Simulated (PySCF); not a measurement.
All values below come from PySCF with PBE-D3(BJ)/def2-TZVP // r2SCAN-D4/def2-TZVP. All species are isolated molecules in the gas phase. One relaxed conformer stands for a flexible species; it need not be the lowest. Excitations are Tamm–Dancoff values on a coarser integration grid. The basis has no diffuse functions, so Rydberg states are missing or too high.

Reference species (SMILES): `BNBN` (B–N–B–N torsion 180°) (neutral, multiplicity 1).

```
Property               Result
-------------------  --------
S1 excitation (TDA)   6.12 eV
HOMO                 -6.61 eV
HOMO–LUMO gap         5.41 eV
T1 excitation (TDA)   5.01 eV
```

Changed species: `NB(B)N`.

Q: Predict the effect on the S1 excitation (TDA), HOMO, HOMO–LUMO gap and T1 excitation (TDA).

A: the S1 excitation (TDA) falls by 2.69 eV, to 3.43 eV; the HOMO goes up by 1.00 eV, to -5.61 eV; the HOMO–LUMO gap drops by 2.53 eV, to 2.88 eV; the T1 excitation (TDA) falls by 2.30 eV, to 2.71 eV.
